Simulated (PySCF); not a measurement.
Two species compared at the same levels of theory.

First species: C₅H₁₂Si₂.
Z-matrix (Å and degrees, PBE0-D3(BJ)/def2-SVP geometry), rows numbered from 1:
```
C 
C   1  1.3353
C   2  1.4923  1  125.64
Si  3  1.8986  2  112.00  1   105.49
C   4  1.8870  3  111.50  2    49.34
C   5  1.3465  4  127.60  3    59.17
Si  6  1.8753  5  126.75  4     2.07
H   1  1.0951  2  121.47  3     1.98
H   1  1.0928  2  121.36  3  -178.17
H   2  1.0977  1  118.58  3   177.66
H   3  1.1030  2  111.35  1   -14.79
H   3  1.1037  2  110.95  1  -133.95
H   4  1.4946  3  108.83  2   -68.93
H   4  1.4976  3  109.54  2   172.56
H   5  1.1002  4  115.41  3  -118.92
H   6  1.1007  5  117.62  4  -178.13
H   7  1.4971  6  110.68  5  -102.05
H   7  1.4943  6  109.77  5   138.78
H   7  1.4944  6  110.62  5    18.26
```

Second species: C₇H₉FOS.
SMILES: `C#C[C@@]1(C)C[S@@](=O)C[C@H]1F`

Levels: B3LYP/def2-SVPD for HOMO energy, LUMO energy, HOMO–LUMO gap and static isotropic polarisability; TDDFT B3LYP/def2-SVPD for lowest singlet excitation; TDA B3LYP/def2-SVPD for lowest triplet excitation (Tamm–Dancoff); ΔSCF B3LYP/def2-SVPD for vertical ionisation energy. Geometries: PBE0-D3(BJ)/def2-SVP. All species are isolated and taken at one optimised geometry, non-relativistic unless stated. Electronic properties by PySCF.

Dipoles, sizes and rotational constants follow the conformer. The torsions of the flexible species, by atom-mapped SMILES:
- `[CH2:1]=[CH:2][CH2:3][SiH2:4]/[CH:5]=[CH:6]\[SiH3:7]`: C1–C2–C3–Si4 105°, C2–C3–Si4–C5 49°, C3–Si4–C5–C6 59°

The conformers of `C#C[C@@]1(C)C[S@@](=O)C[C@H]1F` aren't listed.

Which has the higher static isotropic polarisability?

The first: 118.7 au against 104.9 au, a difference of 13.8 au.

Which of the two has the higher LUMO energy, and by how much?

The second: -0.17 eV against -1.34 eV, a difference of 1.17 eV.

Which of the two has the higher HOMO–LUMO gap, and by how much?

The second: 6.46 eV against 5.57 eV, a difference of 0.89 eV.

Which of the two has the higher vertical ionisation energy, and by how much?

The first: 8.89 eV against 8.74 eV, a difference of 0.15 eV.

Which has the higher T1 energy?

The second: 4.79 eV against 3.91 eV, a difference of 0.88 eV.

Which of the two has the higher S1 energy, and by how much?

The second: 5.43 eV against 4.84 eV, a difference of 0.59 eV.

Which of the two has the higher HOMO energy, and by how much?

The second: -6.63 eV against -6.91 eV, a difference of 0.28 eV.

On the first: S1 lies 0.73 eV below the HOMO–LUMO gap; its leading configuration is HOMO→LUMO, weight 0.99. The principal polarisabilities are 101.9, 109.7 and 144.6 au; their mean is the isotropic value.

On the second: The ΔSCF ionisation energy exceeds −ε(HOMO) by 2.11 eV with B3LYP. The vertical singlet–triplet gap S1 − T1 is 0.64 eV (TDDFT singlet less Tamm–Dancoff triplet; S1: HOMO→LUMO, weight 0.82; T1: HOMO→LUMO, weight 0.53).
